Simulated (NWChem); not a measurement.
All runs are NWChem calculations. System: trichloroethylene (C₂HCl₃), charge 0, spin multiplicity 1, at a geometry optimised with PBE0/def2-SVP. Level: RHF/def2-TZVP.

NWChem printed:

```
             Northwest Computational Chemistry Package (NWChem) 7.3.0
             --------------------------------------------------------

                                NWChem Input Module
                                -------------------

 Scaling coordinates for geometry "geometry" by  1.889725989
 (inverse scale =  0.529177249)

 Turning off AUTOSYM since
 SYMMETRY directive was detected!

                             Geometry "geometry" -> ""
                             -------------------------

 Output coordinates in angstroms (scale by  1.889725989 to convert to a.u.)

  No.       Tag          Charge          X              Y              Z
 ---- ---------------- ---------- -------------- -------------- --------------
    1 Cl                  17.0000    -2.19173500    -0.61684600     0.00000000
    2 C                    6.0000    -0.96043700     0.56826200     0.00000000
    3 C                    6.0000     0.34765500     0.27884900     0.00000000
    4 Cl                  17.0000     0.96576800    -1.31696400     0.00000000
    5 Cl                  17.0000     1.51852400     1.54035800     0.00000000
    6 H                    1.0000    -1.29678100     1.60600900     0.00000000

 Effective nuclear repulsion energy (a.u.)     318.3106783158

            Nuclear Dipole moment (a.u.)
            ----------------------------
        X                 Y               Z
 ---------------- ---------------- ----------------
    -0.0000075589    -0.0000170075     0.0000000000

      Symmetry information
      --------------------

 Group name             Cs
 Group number              2
 Group order               2
 No. of unique centers     6

      Symmetry unique atoms

     1    2    3    4    5    6


 Summary of "ao basis" -> "" (spherical)
 ------------------------------------------------------------------------------
       Tag                 Description            Shells   Functions and Types
 ---------------- ------------------------------  ------  ---------------------
 *                         def2-tzvp                  on all atoms

 Summary of "ao basis" -> "ao basis" (spherical)
 ------------------------------------------------------------------------------
       Tag                 Description            Shells   Functions and Types
 ---------------- ------------------------------  ------  ---------------------
 Cl                        def2-tzvp                13       37   5s5p2d1f
 C                         def2-tzvp                11       31   5s3p2d1f
 H                         def2-tzvp                 4        6   3s1p

                                 NWChem SCF Module
                                 -----------------

  ao basis        = "ao basis"
  functions       =   179
  atoms           =     6
  closed shells   =    32
  open shells     =     0
  charge          =   0.00
  wavefunction    = RHF
  use symmetry    = T
  symmetry adapt  = T

 Summary of "ao basis" -> "ao basis" (spherical)
 ------------------------------------------------------------------------------
       Tag                 Description            Shells   Functions and Types
 ---------------- ------------------------------  ------  ---------------------
 Cl                        def2-tzvp                13       37   5s5p2d1f
 C                         def2-tzvp                11       31   5s3p2d1f
 H                         def2-tzvp                 4        6   3s1p

      Symmetry analysis of basis
      --------------------------

        a'        122
        a"         57

 Forming initial guess at       0.1s

      Superposition of Atomic Density Guess
      -------------------------------------

 Sum of atomic energies:       -1454.27553141

      Non-variational initial energy
      ------------------------------

 Total energy =   -1456.113706
 1-e energy   =   -2641.141962
 2-e energy   =     866.717578
 HOMO         =      -0.237190
 LUMO         =       0.045944

      Symmetry analysis of molecular orbitals - initial
      -------------------------------------------------

  Numbering of irreducible representations:

     1 a'          2 a"

  Orbital symmetries:

     1 a'          2 a'          3 a'          4 a'          5 a'
[...]
                 2    -1454.8240040003  3.50D-01  6.57D-02     11.3
                 3    -1454.8378187500  1.22D-02  2.76D-03     15.6
                 4    -1454.8378394844  6.13D-05  2.76D-05     22.0
                 5    -1454.8378394852  5.58D-09  9.09D-10     35.4

       Final RHF  results
       ------------------

         Total SCF energy =  -1454.837839485229
      One-electron energy =  -2641.963895759590
      Two-electron energy =    868.815377958541
 Nuclear repulsion energy =    318.310678315819

        Time for solution =     28.2s

       Symmetry analysis of molecular orbitals - final
       -----------------------------------------------

  Numbering of irreducible representations:

     1 a'          2 a"

  Orbital symmetries:

     1 a'          2 a'          3 a'          4 a'          5 a'
     6 a'          7 a'          8 a'          9 a'         10 a'
    11 a'         12 a"         13 a'         14 a"         15 a'
    16 a'         17 a"         18 a'         19 a'         20 a'
    21 a'         22 a'         23 a'         24 a'         25 a"
    26 a'         27 a"         28 a'         29 a"         30 a'
    31 a'         32 a"         33 a"         34 a'         35 a'
    36 a'         37 a'         38 a'         39 a'         40 a"
    41 a'         42 a'

             Final eigenvalues
             -----------------

              1
    1 -104.8681
    2 -104.8665
    3 -104.8598
    4  -11.3762
    5  -11.3258
    6  -10.5958
    7  -10.5943
    8  -10.5875
    9   -8.0628
   10   -8.0613
   11   -8.0610
   12   -8.0609
   13   -8.0595
   14   -8.0594
   15   -8.0546
   16   -8.0528
   17   -8.0528
   18   -1.2384
   19   -1.1618
   20   -1.1224
   21   -0.9893
   22   -0.7731
   23   -0.6804
   24   -0.6480
   25   -0.5893
   26   -0.5672
   27   -0.5099
   28   -0.4996
   29   -0.4858
   30   -0.4796
   31   -0.4592
   32   -0.3635
   33    0.1080
   34    0.1585
   35    0.1603
   36    0.1708
   37    0.2237
   38    0.2603
   39    0.2735
   40    0.3350
   41    0.3427
   42    0.3564

                       ROHF Final Molecular Orbital Analysis
                       -------------------------------------

 Vector   30  Occ=2.000000D+00  E=-4.795759D-01  Symmetry=a'
              MO Center= -9.6D-01, -9.5D-02,  3.8D-15, r^2= 4.8D+00
   Bfn.  Coefficient  Atom+Function         Bfn.  Coefficient  Atom+Function
  ----- ------------  ---------------      ----- ------------  ---------------
    16      0.341719  1 Cl py                15     -0.265825  1 Cl px
   152      0.226379  5 Cl py                19      0.222255  1 Cl py
    18     -0.179234  1 Cl px                13      0.160451  1 Cl py
   114      0.154486  4 Cl px

 Vector   31  Occ=2.000000D+00  E=-4.592245D-01  Symmetry=a'
              MO Center=  1.1D-01, -2.7D-01,  4.9D-15, r^2= 5.1D+00
   Bfn.  Coefficient  Atom+Function         Bfn.  Coefficient  Atom+Function
  ----- ------------  ---------------      ----- ------------  ---------------
   114      0.313087  4 Cl px               152      0.246264  5 Cl py
    15      0.224183  1 Cl px                16     -0.223799  1 Cl py
   115      0.208305  4 Cl py               117      0.200465  4 Cl px
   151     -0.175312  5 Cl px               155      0.164418  5 Cl py

 Vector   32  Occ=2.000000D+00  E=-3.635021D-01  Symmetry=a"
              MO Center= -2.7D-01,  1.7D-01,  6.1D-16, r^2= 3.6D+00
   Bfn.  Coefficient  Atom+Function         Bfn.  Coefficient  Atom+Function
  ----- ------------  ---------------      ----- ------------  ---------------
    17      0.250202  1 Cl pz                48     -0.237195  2 C  pz
    79     -0.233111  3 C  pz                45     -0.231805  2 C  pz
    20      0.224460  1 Cl pz                76     -0.223950  3 C  pz
   153      0.218450  5 Cl pz               116      0.203517  4 Cl pz
   156      0.192608  5 Cl pz               119      0.186394  4 Cl pz

 Vector   33  Occ=0.000000D+00  E= 1.080350D-01  Symmetry=a"
              MO Center= -3.2D-01,  3.7D-01,  1.0D-13, r^2= 3.4D+00
   Bfn.  Coefficient  Atom+Function         Bfn.  Coefficient  Atom+Function
  ----- ------------  ---------------      ----- ------------  ---------------
    51      0.830411  2 C  pz                82     -0.786296  3 C  pz
    20     -0.306145  1 Cl pz                79     -0.301705  3 C  pz
   119      0.291805  4 Cl pz               156      0.287865  5 Cl pz
    76     -0.281848  3 C  pz                45      0.256319  2 C  pz
    48      0.230313  2 C  pz

 Vector   34  Occ=0.000000D+00  E= 1.584703D-01  Symmetry=a'
              MO Center= -7.6D-01,  1.6D+00, -5.4D-14, r^2= 5.4D+00
   Bfn.  Coefficient  Atom+Function         Bfn.  Coefficient  Atom+Function
  ----- ------------  ---------------      ----- ------------  ---------------
   176      3.054570  6 H  s                 50     -1.902792  2 C  py
    42     -0.902173  2 C  s                  5     -0.678740  1 Cl s
    73     -0.573683  3 C  s                 18     -0.450059  1 Cl px
    80      0.364906  3 C  px               175     -0.365777  6 H  s
    77     -0.341919  3 C  px                49      0.326876  2 C  px

 Vector   35  Occ=0.000000D+00  E= 1.602650D-01  Symmetry=a'
              MO Center=  8.9D-01,  2.8D-01, -6.9D-15, r^2= 5.8D+00
   Bfn.  Coefficient  Atom+Function         Bfn.  Coefficient  Atom+Function
  ----- ------------  ---------------      ----- ------------  ---------------
    73      1.820315  3 C  s                 72      1.335632  3 C  s
    42     -1.021478  2 C  s                176      0.997249  6 H  s
   141     -0.947108  5 Cl s                104     -0.804442  4 Cl s
   118     -0.801921  4 Cl py               155      0.687690  5 Cl py
    41     -0.681277  2 C  s                 50     -0.486499  2 C  py

 center of mass
 --------------
 x =   0.02283813 y =  -0.02872322 z =   0.00000000

 moments of inertia (a.u.)
 ------------------
         586.738879996876        -275.449923268532           0.000000000000
        -275.449923268532        1054.986423631017           0.000000000000
           0.000000000000           0.000000000000        1641.725303627893

  Mulliken analysis of the total density
  --------------------------------------

    Atom       Charge   Shell Charges
 -----------   ------   -------------------------------------------------------
    1 Cl  17    17.06   2.01  0.45  1.52  1.09  0.83  4.18  1.69  1.08  2.79  1.35  0.02  0.05  0.01
    2 C    6     6.06   0.85  1.12  0.50  0.58  0.06  1.19  1.36  0.24  0.02  0.12  0.01
    3 C    6     5.98   0.85  1.12  0.49  0.59  0.06  1.15  1.38  0.09  0.03  0.20  0.01
    4 Cl  17    17.03   2.01  0.45  1.52  1.10  0.83  4.18  1.69  1.07  2.79  1.32  0.02  0.05  0.01
    5 Cl  17    17.05   2.01  0.45  1.52  1.10  0.83  4.18  1.69  1.07  2.79  1.34  0.02  0.05  0.01
    6 H    1     0.82   0.26  0.47  0.06  0.02

       Multipole analysis of the density wrt the origin
       ------------------------------------------------

     L   x y z        total         open         nuclear
     -   - - -        -----         ----         -------
     0   0 0 0     -0.000000      0.000000     64.000000

     1   1 0 0     -0.148939      0.000000     -0.000008
     1   0 1 0      0.374233      0.000000     -0.000017
     1   0 0 1     -0.000000      0.000000      0.000000

     2   2 0 0    -37.014226      0.000000    516.593699
     2   1 1 0     -1.124634      0.000000    129.807903
     2   1 0 1      0.000000      0.000000      0.000000
     2   0 2 0    -34.859787      0.000000    290.229205
     2   0 1 1     -0.000000      0.000000      0.000000
     2   0 0 2    -37.383730      0.000000      0.000000

 Task  times  cpu:       35.4s     wall:       35.4s

 Total times  cpu:       35.5s     wall:       35.5s
```

Question: Write an NWChem input that would produce this output.

Answer: This is not unique; one that fits is 
```
start mol
memory heap 200 mb stack 900 mb global 1100 mb
geometry units angstroms nocenter noautoz
  Cl    -2.191735    -0.616846     0.000000
  C     -0.960437     0.568262     0.000000
  C      0.347655     0.278849     0.000000
  Cl     0.965768    -1.316964     0.000000
  Cl     1.518524     1.540358     0.000000
  H     -1.296781     1.606009     0.000000
  symmetry group Cs
end
basis spherical
  * library def2-tzvp
end
scf
  rhf
  nopen 0
  maxiter 100
  thresh 1e-7
  semidirect memsize 60000000 filesize 0
end
task scf energy
```
